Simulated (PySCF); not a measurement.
Gas-phase reaction: 3 Sn2O2 + 2 F2O → 4 SnO2 + 2 SnF2

Computed with PySCF and rigid-rotor harmonic-oscillator thermochemistry at 1 bar. † marks an energy on the PBE0/def2-TZVP geometry and frequencies; other levels use their own. MP2 and CCSD(T) freeze the core. All species are closed-shell singlets. B3LYP is the form with VWN-RPA correlation. Sn: scalar-relativistic def2 core potential, no spin-orbit coupling. Sn2O2, SnO2: computed as isolated molecules; such fragments, hydroxides, amides, oligomers or adducts are transient or little studied in the gas. MP2 isn't extrapolated to the basis-set limit. CCSD(T) isn't extrapolated to the basis-set limit. Warning, large T1 diagnostic: Sn2O2, SnO2 (CCSD(T)/def2-TZVPP†).

| level | ΔH°(298 K), kJ |
|---|---|
| B3LYP/def2-TZVP† | -202 |
| BLYP/def2-TZVP† | ? |
| CCSD(T)/def2-TZVPP† | -206 |
| HF/def2-TZVP† | -16 |
| MP2/def2-SVP† | ? |
| MP2/def2-TZVPP† | ? |
| PBE/def2-SVP | -51 |
| PBE/def2-TZVP† | -246 |
| PBE0/def2-QZVP† | -159 |
| r2SCAN/def2-TZVP† | ? |
| ωB97X-V/def2-TZVP† | -103 |

Complete the blanks.


- BLYP/def2-TZVP†, ΔH°(298 K), kJ: -301
- MP2/def2-SVP†, ΔH°(298 K), kJ: -219
- MP2/def2-TZVPP†, ΔH°(298 K), kJ: -330
- r2SCAN/def2-TZVP†, ΔH°(298 K), kJ: -197
